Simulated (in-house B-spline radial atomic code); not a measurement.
A calculation on Sc15+: its settings, and results tabulated from the run. Level of theory: non-relativistic Hartree-Fock, average of configuration, point nucleus; calculated with an all-electron radial atomic-structure program (B-spline basis).

Command:
```bash
python run_scf.py task.json out
```
Settings:
```
Z                21
configuration    [He] 2s2 2p2
hamiltonian      nr
method           hf
spin_polarised   False
```

Output (hartree, bohr):
```
 radial grid: 37 intervals, B-splines of order 8, outer radius 2.5478 bohr

 iter        energy (Eh)    residual
    1       -593.0459933    1.44e+00
    2       -595.9092156    2.03e-02
    3       -595.9122444    9.45e-03
    4       -595.9129581    4.40e-03
    5       -595.9131792    4.14e-04
    6       -595.9131795    2.99e-05
    7       -595.9131795    2.61e-07
    8       -595.9131795    1.15e-09

 total energy                     -595.913180
 kinetic                            595.91318
 electron-nucleus                 -1254.22884
 electron-electron                   62.40248

 orbital      occ     eigenvalue          <r>       <r^2>       <1/r>       <r^4>     <1/r^2>       r_max
 1s         2.000     -191.27657    0.0730739  0.00714884     20.6212 0.000129739      854.96     0.04829
 2s         2.000      -38.60337     0.317995    0.118312     4.63716   0.0234121     87.0247      0.2712
 2p         2.000      -36.87541     0.274369   0.0910902     4.60426   0.0159134     28.6527      0.2159

 Slater integrals (Eh)
   F0(2s,2s)                     2.839497
   F0(2s,2p)                     3.024528
   G1(2s,2p)                     1.724977
   F0(2p,2p)                     3.316193
   F2(2p,2p)                     1.586382
```

